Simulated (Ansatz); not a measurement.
Reaction (formal hydrolysis of the In–N bond): `C[N](C)[In]([F])[SH]` + H₂O → `[OH][In]([F])[SH]` + `CNC`

Program: Ansatz. Geometries: PBE0-D4/def2-TZVP. ΔE: electronic, gas phase. CBS: MP2 limit from def2 TZ/QZ plus the TZ coupled-cluster correction, frozen cores. This one scheme is used for every species. Functionals use def2-TZVPP. B3LYP here is the variant with VWN-RPA as its local correlation; programs differ in this. Elements past krypton have def2 core potentials. For In outer-core shells are correlated without core-valence functions, which leaves a few kJ/mol of doubt a bond. One conformer a species, not always the lowest.

`C[N](C)[In]([F])[SH]`:

Z-matrix (Å, degrees):
```
C
N 1 1.439
H 1 1.093 2 111.5
H 1 1.100 2 111.5 3 -120.1
H 1 1.100 2 111.6 3 120.1
C 2 1.441 1 114.0 3 180.0
In 2 1.987 1 124.3 3 -0.6
H 6 1.100 2 111.4 1 59.8
H 6 1.092 2 111.0 1 180.0
H 6 1.100 2 111.4 1 -59.9
F 7 1.956 2 111.9 1 -179.6
S 7 2.356 2 132.6 1 0.6
H 12 1.345 7 91.4 2 179.9
```

H₂O:

```xyz
3

O    -0.289    0.209    0.156
H     0.641    0.441    0.111
H    -0.352   -0.650   -0.267
```

`[OH][In]([F])[SH]`:

Z-matrix (Å, degrees):
```
In
F 1 1.952
S 1 2.344 2 118.1
O 1 1.963 2 112.4 3 180.0
H 3 1.346 1 91.4 2 -0.1
H 4 0.962 1 110.9 2 0.1
```

`CNC`:

```xyz
10

C    -1.002    0.671   -0.078
N    -0.198   -0.316    0.605
C     0.972   -0.702   -0.149
H    -1.840    0.972    0.554
H    -1.417    0.234   -0.991
H    -0.446    1.579   -0.371
H     0.079    0.035    1.512
H     0.662   -1.213   -1.066
H     1.574   -1.404    0.431
H     1.615    0.144   -0.445
```

CCSD(T)/CBS gives -0.12 eV.

Q: Another level gave -0.25 eV. Which?
A. B3LYP/def2-TZVPP
B. PBE0/def2-TZVPP
C. MP2/def2-TZVPP
D. PBE0-D4/def2-TZVPP

A: B. PBE0 -0.25, PBE0-D4 -0.19, B3LYP -0.32, MP2/def2-TZVPP -0.10 eV.

Largest T1 diagnostic among the species: 0.016.

In def2-TZVPP, CCSD(T) changes the Hartree–Fock value by +0.22 eV (the triples alone add +0.02 eV) and MP2 by +0.26 eV. The D4 term adds +0.10 eV with B3LYP and +0.06 eV with PBE0; it sums over pairs of atoms, weighted by their polarisabilities, and B3LYP, whose exchange is more repulsive, gets the larger term.
